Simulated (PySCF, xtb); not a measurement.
C₃H₁₀O₂Si, SMILES C[C@@H](O)CO[SiH3].

GFN2-xTB (xtb) at its own geometry gives an orbital gap of 6.30 eV and a dipole moment of 1.89 D.

Geometry: B3LYP-D3(BJ)/def2-SVP. The values are those of a single conformer.

Task: What does PBE/def2-TZVP run with PySCF give? (An estimate is asked for; the answer gives what the named calculation found.)

Result: gap 5.26 eV (levels -6.12 and -0.86 eV), dipole 1.71 D.
